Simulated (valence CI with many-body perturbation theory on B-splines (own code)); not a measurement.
## E1 line list for Cs⁴²⁺

Calculated by configuration interaction combined with many-body perturbation theory (CI+MBPT): three valence electrons over a frozen Dirac-Fock core [Ne], a basis of 11 s, 11 p, 10 d, 8 f, 5 g, 2 h functions for each j, with the one-electron correlation potential Σ1, the two-electron term Σ2, the three-electron term Σ3, Breit, model QED; selected CI, second order for the rest, scaled by the run's own slope (own B-spline code, finite nucleus).

The last digits are not significant, and no measured levels were compared; by estimate large intervals hold to a few tenths of a per cent, small ones and those within an open d or f shell to about a per cent.

Lines 1 to 50 of 575 in falling wavelength, among levels below 1574.5 eV, chosen from the strongest by gf and those to the six lowest levels. Wavelengths and rates use the calculated energies. Electric multipoles are in the length gauge, E1 and E2 with the static RPA response of the core. Weak lines are less certain than strong ones. Lines between different terms over intervals too small for the method are left out, as are lines whose strength nearly cancels. The highest levels of a list are the least certain.

Levels are named by their leading jj configuration (3d3/2^4 stands for four electrons in 3d with j = 3/2), which in mixed levels can hold well under half, so a name can repeat and another be missing. Letters in brackets count levels of one name in rising energy.

| λ vac (Å) | Upper | Lower | A (s⁻¹) | log gf | Branch % |
| --- | --- | --- | --- | --- | --- |
| 859.3 | (3s 3p1/2^2) J=1/2 | (3s^2 3p3/2) J=3/2 | 9.98e+05 | -3.66 | 0.0 |
| 280.4 | (3s 3p1/2 4p1/2) J=1/2 | (3s 3p1/2 4s) J=1/2 [a] | 5.70e+09 | -0.87 | 0.1 |
| 259.8 | (3s^2 4p1/2) J=1/2 | (3s^2 4s) J=1/2 | 7.59e+09 | -0.81 | 0.2 |
| 151.6 | (3s^2 4p3/2) J=3/2 | (3s^2 4s) J=1/2 | 2.88e+10 | -0.40 | 0.7 |
| 143.7 | (3s 3p1/2 3p3/2) J=3/2 [a] | (3s^2 3p3/2) J=3/2 | 7.80e+08 | -2.01 | 54.1 |
| 142.2 | (3p1/2 3p3/2 3d5/2) J=7/2 [b] | (3s 3p3/2 3d5/2) J=5/2 [b] | 5.08e+09 | -0.91 | 2.5 |
| 139.2 | (3s^2 4d3/2) J=3/2 | (3s^2 4p1/2) J=1/2 | 1.68e+10 | -0.71 | 0.1 |
| 138.1 | (3p1/2 3p3/2 3d5/2) J=9/2 | (3s 3p3/2 3d5/2) J=7/2 [b] | 4.00e+09 | -0.94 | 3.2 |
| 130.7 | (3p1/2 3d3/2^2) J=5/2 | (3s 3d3/2^2) J=3/2 | 8.47e+09 | -0.89 | 8.2 |
| 128.5 | (3p1/2 3d3/2 3d5/2) J=9/2 | (3s 3d3/2 3d5/2) J=7/2 [b] | 1.30e+10 | -0.49 | 11.5 |
| 126.8 | (3s 3p1/2 3p3/2) J=5/2 | (3s^2 3p3/2) J=3/2 | 5.37e+09 | -1.11 | 100.0 |
| 123.7 | (3p1/2 3d3/2 3d5/2) J=7/2 [a] | (3s 3d3/2 3d5/2) J=7/2 [a] | 7.58e+09 | -0.86 | 7.9 |
| 122.9 | (3s 3p1/2 4s) J=3/2 | (3s^2 4s) J=1/2 | 2.70e+10 | -0.61 | 0.2 |
| 122.4 | (3p1/2 3p3/2 3d5/2) J=9/2 | (3s 3p3/2 3d5/2) J=7/2 [a] | 8.32e+09 | -0.73 | 6.6 |
| 121.6 | (3p1/2 3d5/2^2) J=5/2 | (3s 3d5/2^2) J=3/2 | 1.31e+10 | -0.76 | 7.9 |
| 121.2 | (3s 3p1/2 3d5/2) J=7/2 | (3s^2 3d5/2) J=5/2 | 7.08e+09 | -0.90 | 13.4 |
| 119.7 | (3p1/2 3d3/2 3d5/2) J=9/2 | (3s 3d3/2 3d5/2) J=9/2 | 8.14e+09 | -0.76 | 7.3 |
| 119.0 | (3p1/2 3d3/2 3d5/2) J=5/2 [a] | (3s 3d3/2 3d5/2) J=7/2 [a] | 7.59e+09 | -1.01 | 5.5 |
| 118.8 | (3s 3p1/2^2) J=1/2 | (3s^2 3p1/2) J=1/2 | 1.26e+10 | -1.27 | 100.0 |
| 117.1 | (3p1/2 3d5/2^2) J=9/2 | (3s 3d5/2^2) J=7/2 | 1.90e+10 | -0.41 | 16.0 |
| 116.8 | (3p1/2^2 3p3/2) J=3/2 | (3s 3p1/2 3p3/2) J=3/2 [b] | 5.57e+09 | -1.34 | 4.9 |
| 115.2 | (3p1/2 3d5/2^2) J=5/2 | (3s 3d5/2^2) J=5/2 | 1.28e+10 | -0.81 | 7.7 |
| 114.7 | (3p1/2 3d5/2^2) J=3/2 | (3s 3d5/2^2) J=5/2 | 1.94e+10 | -0.82 | 8.5 |
| 114.3 | (3p1/2 3p3/2 3d3/2) J=7/2 | (3s 3p3/2 3d3/2) J=7/2 | 8.89e+09 | -0.86 | 5.4 |
| 114.1 | (3p1/2 3d3/2 3d5/2) J=5/2 [b] | (3s 3d3/2 3d5/2) J=5/2 [b] | 8.34e+09 | -1.01 | 1.9 |
| 112.9 | (3s 3p1/2 3d5/2) J=5/2 [b] | (3s^2 3d5/2) J=5/2 | 8.10e+09 | -1.03 | 9.6 |
| 111.1 | (3p1/2 3d3/2 3d5/2) J=7/2 [b] | (3s 3d3/2 3d5/2) J=7/2 [b] | 6.64e+09 | -1.01 | 2.0 |
| 111.1 | (3p1/2 3d5/2^2) J=9/2 | (3s 3d5/2^2) J=9/2 | 1.24e+10 | -0.64 | 10.5 |
| 110.4 | (3p1/2 3d5/2^2) J=7/2 | (3s 3d5/2^2) J=9/2 | 1.93e+10 | -0.55 | 8.6 |
| 109.9 | (3p1/2^2 3d5/2) J=5/2 | (3s 3p1/2 3d5/2) J=3/2 | 1.44e+10 | -0.81 | 12.2 |
| 109.6 | (3p1/2 3p3/2 3d5/2) J=3/2 [a] | (3s 3p3/2 3d5/2) J=5/2 [a] | 1.70e+10 | -0.91 | 6.1 |
| 109.2 | (3s 3p1/2 3p3/2) J=3/2 [b] | (3s^2 3p3/2) J=3/2 | 8.11e+09 | -1.24 | 7.6 |
| 108.4 | (3p1/2^2 3d5/2) J=5/2 | (3s 3p1/2 3d5/2) J=5/2 [b] | 1.99e+10 | -0.68 | 16.7 |
| 108.3 | (3p1/2 3d3/2^2) J=3/2 | (3s 3d3/2^2) J=5/2 | 1.79e+10 | -0.90 | 3.7 |
| 107.7 | (3p1/2 3p3/2^2) J=5/2 | (3s 3p3/2^2) J=5/2 | 1.03e+10 | -0.97 | 4.9 |
| 107.2 | (3p1/2 3p3/2 3d5/2) J=5/2 [a] | (3s 3p3/2 3d5/2) J=5/2 [a] | 1.59e+10 | -0.78 | 6.8 |
| 104.5 | (3p1/2 3d3/2 3d5/2) J=7/2 [b] | (3s 3d3/2 3d5/2) J=9/2 | 2.78e+10 | -0.44 | 8.5 |
| 103.2 | (3s 3p1/2 3d3/2) J=3/2 [a] | (3s 3p1/2 3p3/2) J=3/2 [b] | 7.12e+09 | -1.34 | 20.8 |
| 103.1 | (3p1/2 3p3/2 3d5/2) J=5/2 [b] | (3s 3p3/2 3d5/2) J=7/2 [a] | 1.43e+10 | -0.86 | 3.9 |
| 102.7 | (3p1/2 3p3/2^2) J=3/2 | (3s 3p3/2^2) J=5/2 | 1.90e+10 | -0.92 | 4.1 |
| 102.3 | (3p1/2 3p3/2 3d5/2) J=7/2 [a] | (3s 3p3/2 3d5/2) J=9/2 | 2.86e+10 | -0.45 | 14.4 |
| 101.9 | (3s 3p1/2 3p3/2) J=1/2 | (3s^2 3p3/2) J=3/2 | 1.36e+10 | -1.37 | 3.7 |
| 101.7 | (3p1/2^2 3d5/2) J=5/2 | (3s 3p1/2 3d5/2) J=7/2 | 3.75e+10 | -0.46 | 31.6 |
| 101.7 | (3p1/2^2 3p3/2) J=3/2 | (3s 3p1/2 3p3/2) J=5/2 | 3.29e+10 | -0.69 | 29.0 |
| 101.1 | (3p1/2^2 3d3/2) J=3/2 | (3s 3p1/2 3d3/2) J=5/2 | 4.06e+10 | -0.60 | 47.1 |
| 98.86 | (3p1/2 3d3/2 3d5/2) J=5/2 [b] | (3s 3d3/2 3d5/2) J=7/2 [a] | 1.82e+10 | -0.80 | 4.1 |
| 98.56 | (3p1/2 3p3/2 3d3/2) J=5/2 [b] | (3s 3p3/2 3d3/2) J=7/2 | 3.13e+10 | -0.56 | 7.0 |
| 98.52 | (3d3/2 3d5/2^2) J=9/2 | (3p3/2 3d5/2^2) J=7/2 [b] | 6.61e+09 | -1.02 | 1.7 |
| 97.33 | (3p1/2 3p3/2 3d5/2) J=9/2 | (3s 3p3/2 3d5/2) J=9/2 | 2.31e+10 | -0.48 | 18.5 |
| 96.85 | (3s 3p1/2 3d3/2) J=5/2 | (3s 3p1/2 3p3/2) J=3/2 [b] | 1.15e+09 | -2.01 | 11.8 |
